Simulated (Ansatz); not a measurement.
# A family of molecules: the dipole moment

One atom is swapped for its congeners: CHF2 (difluoromethyl radical) `F[CH]F`; CHBrF `F[CH]Br`; CHFI `F[CH]I`. The Cl member is missing. All are doublets with charge 0.

Shapes, held fixed at every level: PBE0-D4/def2-TZVP. Programs: Ansatz 0.2.0. Values in D.

**Question.** How should the dipole moment change along the series?

**Answer.** At wB97M-V/def2-TZVPP the dipole moment falls at every step, from 1.31 to 1.00 D. Every level shows the same order. Open shells run unrestricted unless RO is named. For atoms past krypton def2 sets carry core potentials with scalar relativity. Relativity is left out for Br unless named.

```json
{"level": "PBE-D4/def2-TZVPP", "CHF2": "1.19", "CHBrF": "0.98", "CHFI": "0.89"}
{"level": "r2SCAN-D4/def2-TZVPP", "CHF2": "1.27", "CHBrF": "1.08", "CHFI": "0.98"}
{"level": "B3LYP-D4/def2-TZVPP", "CHF2": "1.32", "CHBrF": "1.08", "CHFI": "1.01"}
{"level": "wB97M-V/def2-TZVPP", "CHF2": "1.31", "CHBrF": "1.08", "CHFI": "1.00"}
```
